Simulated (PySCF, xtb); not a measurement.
1,2,4-triazole (C2H3N3), SMILES c1nc[nH]n1.

xtb 6.7.1 with GFN2-xTB at its own geometry gives an orbital gap of 4.27 eV and a dipole moment of 3.03 D.

The structure is a stationary point at TPSSh-D3(BJ)/def2-SVP.

Task: What does PySCF with PBE/def2-TZVP give? (Estimate from the structure and the level; the computed values follow.)

Result: gap 5.50 eV (levels -6.56 and -1.06 eV), dipole 2.84 D.
